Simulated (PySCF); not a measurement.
**Calcium: a sound run and one with changed settings**

Sound run: Ca [Ar] 4s2, Ca⁺ [Ar] 4s1. All numbers are calculated (PySCF 2.14, the non-relativistic Hamiltonian (point nucleus), in 6-31G* (5s4p3d, 32 functions)). In the sound run the correlated levels freeze [Ar]. The sound run starts from symmetry-adapted Hartree-Fock orbitals and uses a fine grid where one is needed.

Changed run: scalar relativity by spin-free X2C-1e. This setting is unsound on purpose.

```csv
species,method,sound run (hartree),changed run (hartree),converged
Ca,UHF,-676.70792,-679.19160,yes
Ca,M06-L,-677.49409,-679.97770,yes
Ca,PBE,-677.28841,-679.77191,yes
Ca,MP2,-676.72526,-679.20894,yes
Ca,CCSD(T),-676.73442,-679.21806,yes
Ca⁺,UHF,-676.51948,-679.00228,yes
Ca⁺,M06-L,-677.26922,-679.75204,yes
Ca⁺,PBE,-677.06384,-679.54633,yes
```

Ionisation energy of Ca:

| method | sound run (eV) | changed run (eV) |
| --- | --- | --- |
| UHF | 5.128 | 5.152 |
| M06-L | 6.119 | 6.141 |
| PBE | 6.111 | 6.138 |
| MP2 | 5.600 | 5.623 |
| SCS-MP2 | 5.694 | 5.718 |
| CCSD | 5.849 | 5.872 |
| CCSD(T) | 5.849 | 5.872 |
| CCSDT | 5.849 | 5.872 |
| FCI | 5.849 | 5.872 |

Most of the change in total energy is the relativistic energy itself. On top of that the contraction fixes the core shape for the Hamiltonian it was made with, so the changed run is not a good calculation with the other Hamiltonian either.

For comparison, NIST gives 6.113 eV between the lowest levels.
